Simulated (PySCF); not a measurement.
CrO₂F₂, optimised at GFN2-xTB:

```xyz
5

O     -0.0057     0.6114    -1.4762
Cr    -0.0149    -0.0186    -0.0619
O     -0.0231    -1.5654    -0.1297
F      1.3561     0.4756     0.7548
F     -1.3869     0.4906     0.7436
```

Computed with PySCF (xtb for GFN2) and rigid-rotor harmonic-oscillator thermochemistry at 1 bar. 6-31G* has spherical d functions here. All species are closed-shell singlets. B3LYP is the form with VWN-RPA correlation.

### Question
List the harmonic frequencies (cm⁻¹, unscaled) at this level and at the other levels, each on its own geometry.

### Answer
- GFN2-xTB: 217, 264, 298, 305, 343, 575, 621, 935, 1019
- B3LYP/6-31G*: 236, 298, 314, 335, 434, 782, 840, 1149, 1160
- HF/6-31G*: 258, 335, 350, 377, 498, 853, 887, 1306, 1352
- PBE/def2-SVP: 221, 284, 298, 323, 419, 736, 796, 1087, 1104
- PBE0/def2-TZVP: 228, 292, 309, 334, 436, 768, 816, 1151, 1152
